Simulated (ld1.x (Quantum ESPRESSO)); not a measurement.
## Varying the ultrasoft potential for bismuth

Base potential:

Bi, ultrasoft, made with ld1.x (Quantum ESPRESSO) 7.5 (BP86, scalar-relativistic). Core [Kr] 4d10 4f14, reference 5s2 5p6 5d10 6s2 6p3. Waves: 5s (bound): rcut 1.10, rcutus 1.45 bohr; 6s (bound): rcut 1.10, rcutus 1.45 bohr; 5p (bound): rcut 1.35, rcutus 1.45 bohr; 6p (bound): rcut 1.35, rcutus 1.45 bohr; 5d (bound): rcut 1.40, rcutus 1.65 bohr; 5d channel at 3.3 Ry: rcut 1.40, rcutus 1.65 bohr. Local part: all-electron potential smoothed inside 1.45 bohr (lloc = -1). Core correction: a·sin(br)/r model core inside 1.25 bohr. Augmentation charge: PSQ, inside the norm-conserving radii.

All-electron outer shells of the reference configuration (BP86, scalar-relativistic, ld1.x):

| shell | level (eV) | outermost node (bohr) | outermost maximum (bohr) |
| --- | --- | --- | --- |
| 4d | -430.21 | 0.19 | 0.38 |
| 5s | -157.95 | 0.44 | 0.77 |
| 4f | -152.75 | – | 0.34 |
| 5p | -95.97 | 0.48 | 0.86 |
| 5d | -27.17 | 0.51 | 1.03 |
| 6s | -14.63 | 0.98 | 1.88 |
| 6p | -4.72 | 1.14 | 2.44 |

Cutoffs, loose and tight: the cutoffs (Ry, on a coarse ladder) from which the occupation-weighted sum of valence levels, in a spherical-Bessel basis at the reference potential, stays within 10 and 1 mRy of its value at 400 Ry. They do not see the model core or the augmentation charge, which bear on the density cutoff. Test errors are all-electron minus pseudo excitation energies from the reference, over the configurations 5s2 5p6 5d10 6s2 6p2; 5s2 5p6 5d10 6s2 6p1; 5s2 5p6 5d10 6s2 6p0; 5s2 5p6 5d9 6s2 6p4; 5s2 5p6 5d9 6s2 6p3; 5s2 5p6 5d10 6s1 6p4; 5s2 5p6 5d10 6s2 6p2.5. A dash means not determined; rows that change the core or the reference have their own tests. The largest error is taken over the tests solved by every variant that gives reliable tests at all: 5s2 5p6 5d10 6s2 6p0; 5s2 5p6 5d10 6s2 6p1; 5s2 5p6 5d10 6s2 6p2.

Cutoffs are not given where the Bessel-basis levels miss the radial ones by over 6 mRy, ghosts where they miss by over 20 mRy; a channel whose overlap is not positive is not tested.

A file whose overlap is not positive is unfit for use, and its test errors describe a broken file.

```csv
change,outcome,bound ghosts,largest test error (meV)
base,"generated, overlap not positive",not determined (overlap not positive),-37
core correction none,"generated, overlap not positive",not determined (overlap not positive),-37
core correction a·sin(br)/r model core inside 1.14 bohr,"generated, overlap not positive",not determined (overlap not positive),-39
core correction a·sin(br)/r model core inside 1.30 bohr,"generated, overlap not positive",not determined (overlap not positive),-37
core correction a·sin(br)/r model core inside 1.56 bohr,"generated, overlap not positive",not determined (overlap not positive),-37
core correction a·sin(br)/r model core inside 1.66 bohr,"generated, overlap not positive",not determined (overlap not positive),-37
```

What comes out with this change to the base: core correction a·sin(br)/r model core inside 0.90 bohr?

outcome: generated, overlap not positive; bound ghosts: not determined (overlap not positive); largest test error (meV): -45. A file whose overlap is not positive is unfit for use, and its test errors describe a broken file.

What comes out with this change to the base: core correction a·sin(br)/r model core inside 0.72 bohr?

outcome: generated, overlap not positive; bound ghosts: not determined (overlap not positive); largest test error (meV): -52. A file whose overlap is not positive is unfit for use, and its test errors describe a broken file.
